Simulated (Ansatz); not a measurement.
Cost and result for the atomization energy of `C[O][GaH2]` (8 atoms, 7 bonds).

Z-matrix (Å, degrees):
```
C
O 1 1.402
H 1 1.099 2 113.2
H 1 1.096 2 110.0 3 120.7
H 1 1.096 2 110.0 3 -120.7
Ga 2 1.782 1 123.8 3 0.0
H 6 1.565 2 115.8 1 -0.0
H 6 1.555 2 113.9 1 180.0
```

Total charge 0; spin multiplicity 1. Correlated methods include outer-core shells of Ga, which these sets cover unevenly. Scalar relativity is left out up to krypton. Geometry: relaxed with PBE0-D4/def2-TZVP. Program: Ansatz. All runs use 2 threads of a server CPU on a shared host. Times are those of one run each, without the atoms' runs, and a repeat can differ threefold. Electronic energies, without spin–orbit coupling; frozen cores. CCSD(T)/CBS adds CCSD(T) − MP2 in def2-TZVPP to the MP2 limit, and its time is that of the two runs behind it. T1 = 0.015. With those shells the extrapolation isn't a true limit. B3LYP takes the VWN-RPA correlation (the form of Gaussian; ORCA's B3LYP/G). HSE06 is the plane-wave form, built on full-range PBE exchange.

CCSD(T)/CBS is a level of theory with its own doubt, some kJ/mol a heavy atom from the limit and from the frozen cores, so smaller differences don't rank the functionals.

| level | functions | wall time |
| --- | --- | --- |
| LDA (SPW92)/def2-TZVPP | 180 | 1.9 s |
| BLYP-D4/def2-TZVPP | 180 | 3.3 s |
| BHLYP-D4/def2-TZVPP | 180 | 4.9 s |
| HSE06-D4/def2-TZVPP | 180 | 5.5 s |
| B3LYP-D4/def2-TZVPP (with forces) | 180 | 6.5 s |
| CCSD(T)/def2-SVP | 85 | 6.5 s |
| r2SCAN-D4/def2-TZVPP (with forces) | 180 | 8 s |
| PBE-QIDH/def2-TZVPP | 180 | 8.5 s |
| ωB97X-V/def2-TZVPP | 180 | 14 s |
| B97M-V/def2-TZVPP | 180 | 18 s |
| MP2/def2-QZVPP | 353 | 31 s |
| CCSD(T)/def2-TZVPP | 180 | 110 s |
| CCSD(T)/CBS(def2) | – | 2.3 min |

Task: What atomization energy does each give, and how far from CCSD(T)/CBS? (An estimate is asked.)

Result: Computed: 
```
                             level  atomization (kJ/mol)  difference from CCSD(T)/CBS  per bond
            LDA (SPW92)/def2-TZVPP                2935.3                        356.2      50.9
                BLYP-D4/def2-TZVPP                2550.6                        -28.5      -4.1
               BHLYP-D4/def2-TZVPP                2487.4                        -91.7     -13.1
               HSE06-D4/def2-TZVPP                2549.3                        -29.8      -4.3
 B3LYP-D4/def2-TZVPP (with forces)                2557.4                        -21.7      -3.1
                  CCSD(T)/def2-SVP                2447.5                       -131.6     -18.8
r2SCAN-D4/def2-TZVPP (with forces)                2576.6                         -2.5      -0.4
               PBE-QIDH/def2-TZVPP                2547.0                        -32.1      -4.6
                ωB97X-V/def2-TZVPP                2578.8                         -0.3       0.0
                 B97M-V/def2-TZVPP                2581.4                          2.3       0.3
                    MP2/def2-QZVPP                2583.4                          4.3       0.6
                CCSD(T)/def2-TZVPP                2527.6                        -51.5      -7.4
                 CCSD(T)/CBS(def2)                2579.1                          0.0       0.0
```

From PBE to PBE0 (25 % exact exchange), in def2-TZVPP and without D4, the atomization energy moves by −41.2 kJ/mol: exact exchange takes away binding that semilocal exchange gives to molecules. The D4 term adds +18.7 kJ/mol with B3LYP and +9.7 kJ/mol with PBE0; it sums over pairs of atoms, weighted by their polarisabilities, and B3LYP, whose exchange is more repulsive, gets the larger term. At CCSD(T), def2-SVP lies −131.6 kJ/mol from the extrapolated value and def2-TZVPP −51.6 kJ/mol: correlation converges slowly with the basis, and small sets miss more of it in the bonded molecule than in its fragments.
